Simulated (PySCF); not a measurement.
# Frontier levels across methods

Species: C₂H₆SSi.
Numbering: `[CH2:1]=[CH:2][SiH2:3][SH:4]` (hydrogens: H5, H6 on C1; H7 on C2; H8, H9 on Si3; H10 on S4)

Geometry (PBE0-D3(BJ)/def2-SVP, Å), atoms numbered from 1 in this order:
```xyz
10
C2H6SSi angstrom
C      1.5091    0.9127    0.3075
C      0.6127    0.2975   -0.4733
Si    -0.7727   -0.7431    0.2147
S     -2.7043   -0.0100   -0.3883
H      1.4736    0.8271    1.4000
H      2.3194    1.5260   -0.1027
H      0.6887    0.4205   -1.5616
H     -0.7521   -2.1309   -0.3323
H     -0.6309   -0.7706    1.7027
H     -2.5382    1.2071    0.1763
```

Basis pcSseg-2 throughout (PySCF), one geometry. The structure is a single PBE0-D3(BJ)/def2-SVP conformer in the gas phase; no vibrational or solvent corrections.

Problem. How do the orbital energies, the gap and the dipole change with the method?

Solution. 
```csv
method,kind,HOMO (eV),LUMO (eV),gap (eV),μ (D),SCF cycles
BLYP,GGA,-6.04,-1.71,4.34,1.75,14
B97-D,GGA,-6.17,-1.74,4.43,1.80,14
PBE,GGA,-6.21,-1.87,4.34,1.79,15
OPBE,GGA,-6.22,-1.77,4.44,1.85,15
KT2,GGA,-6.27,-1.83,4.44,1.78,15
KT3,GGA,-6.28,-1.79,4.49,1.77,14
BP86,GGA,-6.30,-1.94,4.36,1.80,14
LDA,LDA,-6.31,-2.09,4.22,1.82,14
B97-2,global hybrid,-7.16,-0.92,6.24,1.89,12
B3LYP,global hybrid,-7.16,-1.09,6.07,1.83,12
PBE0,global hybrid,-7.41,-0.89,6.52,1.90,13
mPW1PW91,global hybrid,-7.43,-0.89,6.53,1.89,12
BHandHLYP,global hybrid,-8.46,0.19,8.65,1.93,12
CAM-B3LYP,range-separated hybrid,-8.71,0.24,8.96,1.90,13
wB97X-D,range-separated hybrid,-9.25,0.90,10.15,1.95,13
LC-wPBE,range-separated hybrid,-10.11,1.36,11.48,2.00,12
HF,Hartree–Fock,-10.14,2.68,12.81,2.09,10
```

The HOMO spans 4.09 eV, from BLYP down to HF, and the gap runs from 4.22 eV (LDA) to 12.81 eV (HF). Over the methods BLYP (0 %), B97-D (0 %), PBE (0 %), OPBE (0 %), KT2 (0 %), KT3 (0 %), BP86 (0 %), LDA (0 %), B97-2 (21 %), B3LYP (20 %), PBE0 (25 %), mPW1PW91 (25 %), BHandHLYP (50 %), HF (100 %), a straight line through the gap against the share of exact exchange rises by 0.85 eV for each 10 % (correlation coefficient 1.000). The dipole ranges from 1.75 D (BLYP) to 2.09 D (HF). This basis has no diffuse functions.

The vertical ΔSCF ionisation energy at CAM-B3LYP/def2-SVPD is 9.61 eV; −ε(HOMO) comes closest to it with wB97X-D (9.25 eV).
